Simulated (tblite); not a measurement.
Parent: `[CH3:1][CH2:2][C@H:3]([C:4]#[N:5])[CH2:6][NH:7][SiH2:8][PH2:9]` with C1–C2–C3–C4 -63°, C2–C3–C6–N7 -59°, C3–C6–N7–Si8 -69°, C6–N7–Si8–P9 -28°, N7–Si8–P9–H -75° and -168°, C5H13N2PSi.

Computed geometry: GFN2-xTB, gas phase. One conformer each, not checked by frequencies here.

| coordinate of the parent | value |
| --- | --- |
| C1–C2 | 1.524 Å |
| C2–C3 | 1.535 Å |
| C3–C4 | 1.442 Å |
| C4≡N5 | 1.143 Å |
| C3–C6 | 1.547 Å |
| C6–N7 | 1.439 Å |
| N7–Si8 | 1.722 Å |
| Si8–P9 | 2.238 Å |
| C1–C2–C3 | 111.8° |
| C2–C3–C4 | 110.0° |
| C2–C3–C6 | 112.3° |
| C4–C3–C6 | 108.8° |
| C3–C4–N5 | 178.4° |
| C3–C6–N7 | 113.6° |
| C6–N7–Si8 | 123.8° |
| N7–Si8–P9 | 105.2° |

Problem. How does the shared frame change in `[CH3:1][C@H:2]([C:3]#[N:4])[CH2:5][NH:6][SiH2:7][PH2:8]` with C1–C2–C5–N6 -62°, C2–C5–N6–Si7 -77°, C5–N6–Si7–P8 176°, N6–Si7–P8–H 88° and -179°, C4H11N2PSi? Atoms pair as C2 = C1, C3 = C2, C4 = C3, N5 = N4, C6 = C5, N7 = N6, Si8 = Si7, P9 = P8 (parent first).

Solution. 
| parent | relative | value in the relative | change |
| --- | --- | --- | --- |
| C2–C3 | C1–C2 | 1.531 Å | -0.004 |
| C3–C4 | C2–C3 | 1.443 Å | +0.001 |
| C4≡N5 | C3≡N4 | 1.143 Å | 0.000 |
| C3–C6 | C2–C5 | 1.547 Å | 0.000 |
| C6–N7 | C5–N6 | 1.435 Å | -0.004 |
| N7–Si8 | N6–Si7 | 1.716 Å | -0.006 |
| Si8–P9 | Si7–P8 | 2.237 Å | -0.001 |
| C2–C3–C4 | C1–C2–C3 | 109.9° | -0.1 |
| C2–C3–C6 | C1–C2–C5 | 112.1° | -0.2 |
| C4–C3–C6 | C3–C2–C5 | 109.1° | +0.3 |
| C3–C4–N5 | C2–C3–N4 | 179.0° | +0.6 |
| C3–C6–N7 | C2–C5–N6 | 113.2° | -0.4 |
| C6–N7–Si8 | C5–N6–Si7 | 123.3° | -0.5 |
| N7–Si8–P9 | N6–Si7–P8 | 103.3° | -1.9 |

Of the parent's bonds, N7–Si8 changes most (-0.006 Å). Point group C1 → C1.

Problem. How does the shared frame change in `[CH3:1][CH2:2][C@H:3]([C:4]#[N:5])[CH2:6][NH:7][SiH3:8]` with C1–C2–C3–C4 -163°, C2–C3–C6–N7 -175°, C3–C6–N7–Si8 148°, C5H12N2Si? Atoms pair as C1 = C1, C2 = C2, C3 = C3, C4 = C4, N5 = N5, C6 = C6, N7 = N7, Si8 = Si8 (parent first).

Solution. 
| parent | relative | value in the relative | change |
| --- | --- | --- | --- |
| C1–C2 | C1–C2 | 1.524 Å | 0.000 |
| C2–C3 | C2–C3 | 1.538 Å | +0.003 |
| C3–C4 | C3–C4 | 1.443 Å | +0.001 |
| C4≡N5 | C4≡N5 | 1.144 Å | +0.001 |
| C3–C6 | C3–C6 | 1.543 Å | -0.004 |
| C6–N7 | C6–N7 | 1.438 Å | -0.001 |
| N7–Si8 | N7–Si8 | 1.719 Å | -0.003 |
| C1–C2–C3 | C1–C2–C3 | 112.5° | +0.7 |
| C2–C3–C4 | C2–C3–C4 | 109.5° | -0.5 |
| C2–C3–C6 | C2–C3–C6 | 112.8° | +0.5 |
| C4–C3–C6 | C4–C3–C6 | 108.3° | -0.5 |
| C3–C4–N5 | C3–C4–N5 | 178.6° | +0.2 |
| C3–C6–N7 | C3–C6–N7 | 111.0° | -2.6 |
| C6–N7–Si8 | C6–N7–Si8 | 124.0° | +0.2 |

Of the parent's bonds, C2–C3, C3–C6 and N7–Si8 change most and about equally (-0.004 to +0.003 Å). Point group C1 → C1.

Problem. How does the shared frame change in `[CH3:1]/[CH:2]=[C:3](/[C:4]#[N:5])[CH2:6][NH:7][SiH2:8][PH2:9]` with C2–C3–C6–N7 102°, C3–C6–N7–Si8 85°, C6–N7–Si8–P9 35°, N7–Si8–P9–H -97° and 169°, C5H11N2PSi? Atoms pair as C1 = C1, C2 = C2, C3 = C3, C4 = C4, N5 = N5, C6 = C6, N7 = N7, Si8 = Si8, P9 = P9 (parent first).

Solution. 
```csv
parent,relative,value in the relative,change
C1–C2,C1–C2,1.487 Å,-0.037
C2–C3,C2=C3,1.338 Å,-0.197
C3–C4,C3–C4,1.413 Å,-0.029
C4≡N5,C4≡N5,1.148 Å,+0.005
C3–C6,C3–C6,1.513 Å,-0.034
C6–N7,C6–N7,1.444 Å,+0.005
N7–Si8,N7–Si8,1.725 Å,+0.003
Si8–P9,Si8–P9,2.237 Å,-0.001
C1–C2–C3,C1–C2–C3,127.3°,+15.5
C2–C3–C4,C2–C3–C4,119.3°,+9.3
C2–C3–C6,C2–C3–C6,127.0°,+14.7
C4–C3–C6,C4–C3–C6,113.6°,+4.8
C3–C4–N5,C3–C4–N5,178.1°,-0.3
C3–C6–N7,C3–C6–N7,112.3°,-1.3
C6–N7–Si8,C6–N7–Si8,124.4°,+0.6
N7–Si8–P9,N7–Si8–P9,104.3°,-0.9
```

Of the parent's bonds, C2–C3 changes most (-0.197 Å). Point group C1 → C1.
